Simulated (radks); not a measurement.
The numbers below are computed, except where a source is named.
Polarisability of neutral mercury, [Hg], at imaginary frequency. Level of theory: scalar-relativistic Kohn-Sham, LDA (Slater exchange, Perdew-Wang correlation), spin-polarised, spherical densities, finite nucleus; Fermi nuclear charge, rms radius 5.4648 fm (a radial shooting solver on a logarithmic mesh with Libxc functionals). Response by self-consistent Sternheimer equations with the Hartree and adiabatic LDA kernel, the relativistic mass of each level held fixed and spin-orbit coupling left out.

| w (hartree) | alpha1(iw) (bohr^3) | alpha2(iw) (bohr^5) |
|---|---|---|
| 0.00266 | 33.77 | 245.6 |
| 0.0143 | 33.70 | 245.3 |
| 0.0360 | 33.30 | 243.4 |
| 0.0697 | 32.08 | 237.7 |
| 0.118 | 29.45 | 224.4 |
| 0.186 | 25.20 | 199.9 |
| 0.280 | 19.97 | 164.2 |
| 0.413 | 14.82 | 122.4 |
| 0.605 | 10.49 | 82.94 |
| 0.892 | 7.095 | 51.37 |
| 1.35 | 4.498 | 29.07 |
| 2.12 | 2.557 | 14.71 |
| 3.59 | 1.219 | 6.283 |
| 6.94 | 0.4468 | 1.990 |
| 17.5 | 0.1062 | 0.3530 |

Static values: alpha1 = 33.77 bohr^3 (5.005 angstrom^3; uncoupled 68.38), alpha2 = 245.6 bohr^5, alpha3 = 3940 bohr^7. C6 = 328.1, C8 = 12500, triple-dipole C9 = 7484 atomic units. One-pole (London) frequency 4 C6 / (3 alpha1^2) = 0.383 hartree, against 0.262 for minus the highest occupied eigenvalue. Recommended static value: 33.91 bohr^3 (Schwerdtfeger and Nagle, 2023 table).
